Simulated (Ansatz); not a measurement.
Molecule: sum formula BN3H5, net charge 0, doublet state. It need not be the lowest isomer of its formula. SMILES: [NH]B(N)N
Geometry from a B3LYP-D3(BJ)/def2-TZVP (Ansatz, a first-principles code) optimisation:
```xyz
9

B      0.0394     0.0100    -0.0037
N      1.4919     0.0940    -0.1718
N     -0.6022    -1.2419     0.2227
N     -0.6945     1.2161    -0.1354
H      2.0107    -0.4323     0.5339
H     -0.0840    -2.1003     0.2830
H     -1.5855    -1.3862     0.0665
H     -0.2312     2.0824    -0.3444
H     -1.6732     1.3093     0.0703
```
Charge 0, spin multiplicity 2.

Computed values are from Ansatz. Valence correlation only, unless marked. Open shells are spin-unrestricted. No spin-orbit coupling. No relativistic terms. CBS(X,Y): correlation extrapolated as X^-3; Hartree-Fock from the larger set. [CCSD(T)-MP2]/basis is that difference in the basis named.

Question: What is the atomisation energy De at RI-MP2/CBS(aug-cc-pVTZ,aug-cc-pVQZ)+[CCSD(T)-MP2]/aug-cc-pVTZ?

Answer: 784.1 kcal/mol.

Question: What is the T1 diagnostic at CCSD/aug-cc-pVTZ?

Answer: 0.014.

Question: What is the total energy at RI-MP2/CBS(aug-cc-pVTZ,aug-cc-pVQZ)+[CCSD(T)-MP2]/aug-cc-pVTZ?

Answer: -191.9492 Eh.

Question: What is the dipole moment at CCSD(T)/aug-cc-pVDZ?

Answer: 2.08 D.
